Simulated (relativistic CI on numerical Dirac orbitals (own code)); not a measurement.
Calculated at this level of theory: Dirac equation for one electron, model QED (radiative potential, 1s self-energy scaled to tabulated hydrogen-like ionisation energies) (own radial code, finite nucleus).

The strongest absorption lines from the ground level of an ion, among the configurations computed and to levels below about 1910 eV (vacuum wavelength in Å, gf): 6.4974 (0.01), 6.5800 (0.019), 6.7378 (0.038), 6.7382 (0.019), 7.1058 (0.1), 7.1069 (0.052), 8.4192 (0.55), 8.4246 (0.28).

Which ion is it?
A. Mg XII
B. Si XIV
C. O VIII
D. S XVI

A. Mg XII has 1 electrons and the ground level 1s 2S_1/2; the strongest line goes to 2p 2P°_3/2. The pattern of lines fixes the number of electrons, and along that sequence the line energies rise steadily with the charge (about as its square where n changes within one kind of shell, about linearly where n is kept but much faster in heavy ions where fine structure, which grows about as Z⁴, sets the gap, and irregularly where shells cross), which fixes Z. Configurations outside the model, such as inner-shell arrays, can give stronger lines.
